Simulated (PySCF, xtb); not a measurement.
C2H4F2Si2, SMILES F[SiH](F)C#C[SiH3].

GFN2-xTB in xtb at its own geometry gives an orbital gap of 4.73 eV and a dipole moment of 3.05 D.

Geometry optimised at PBE-D3(BJ)/def2-SVP. The structure was generated by enumeration, and PubChem lists no compound with its InChIKey, so it may never have been made.

Q: What does CAM-B3LYP/def2-TZVP (PySCF) give? (Estimate from the structure and the level; the computed values follow.)

A: gap 9.74 eV (levels -10.06 and -0.32 eV), dipole 2.44 D.
